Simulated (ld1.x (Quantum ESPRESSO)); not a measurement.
## What one change does to a pseudopotential (strontium (Sr), ultrasoft)

ld1.x (Quantum ESPRESSO) 7.5 input, shortened:

```
&input
   title='Sr', zed=38., rel=1, dft='PBE', iswitch=3,
   config='[Kr] 4d0 4f-2 5s1.75 5p0.25'
 /
 &inputp
   pseudotype=3, tm=.true., lloc=-2, rcloc=2.50,
   nlcc=.true., rcore=2.45,
   which_augfun='PSQ', rmatch_augfun_nc=.true.
 /
8
4S  1  0   2.00   0.00  2.00  2.50  0.0
5S  2  0   1.75   0.00  2.00  2.50  0.0
4P  2  1   6.00   0.00  2.45  2.75  0.0
5P  3  1   0.25   0.00  2.45  2.75  0.0
4D  3  2   0.00   0.00  2.40  3.30  0.0
4D  3  2   0.00   1.15  2.40  3.30  0.0
4F  4  3  -2.00   0.45  2.10  2.70  0.0
4F  4  3  -2.00   2.40  2.10  2.70  0.0
 &test
   configts(1)='4s2 4p6 4d0 5s1.75 5p0.25'
 /
```

Change: waves 4d (bound): rcut 2.40, rcutus 4.96 bohr; 4d channel at 1.15 Ry: rcut 2.40, rcutus 4.96 bohr.

Cutoffs: the cutoffs (Ry, on a coarse ladder) from which the occupation-weighted sum of valence levels, in a spherical-Bessel basis at the reference potential, stays within 10 and 1 mRy of its value at 400 Ry; they do not see the model core or the augmentation charge, which bear on the density cutoff. Errors are all-electron minus pseudo energies relative to the spin-unpolarised reference configuration.

Q: Predict the effect on cutoff, ghosts and configuration errors.

A: The potential gets neither clearly harder nor softer (15 Ry and 18 Ry → 15 Ry and 18 Ry); of the 6 tests that both files solve, the error grows in 1 and shrinks in 0 by more than 15 % and 0.3 meV (median size 1.6 → 1.5 meV); neither file shows a bound ghost at the reference potential, the only one tested.

| quantity | base | changed |
| --- | --- | --- |
| cutoff, loose | 15 Ry | 15 Ry |
| cutoff, tight | 18 Ry | 18 Ry |
| bound ghosts | none | none |
| tests counted (converged, no solver errors) | 6 of 7 | 6 of 7 |
| error for 4s2 4p6 4d0 5s2 5p0, meV [ΔE -0.56 eV] | -0.7 | -0.7 |
| error for 4s2 4p6 4d0 5s1 5p0, meV [ΔE 5.32 eV] | -0.1 | -0.1 |
| error for 4s2 4p6 4d0 5s0 5p0, meV [ΔE 16.33 eV] | -4.4 | -4.4 |
| error for 4s2 4p6 4d1 5s0 5p0, meV [ΔE 7.09 eV] | -8.1 | -11 |
| error for 4s2 4p6 4d0 5s1.5 5p0, meV [ΔE 1.78 eV] | -0.3 | -0.3 |
| error for 4s2 4p6 4d1 5s1 5p0, meV [ΔE 1.76 eV] | -2.5 | -2.2 |
| lowest overlap eigenvalue by channel | s 0.09, p 0.09, d 0.25, f 0.97 | s 0.09, p 0.09, d 0.79, f 0.97 |

Base: Tests not counted: 4s2 4p5 4d0 5s2 5p0 (solver errors, printed error -476 eV). Changed file: Tests not counted: 4s2 4p5 4d0 5s2 5p0 (solver errors, printed error -476 eV).
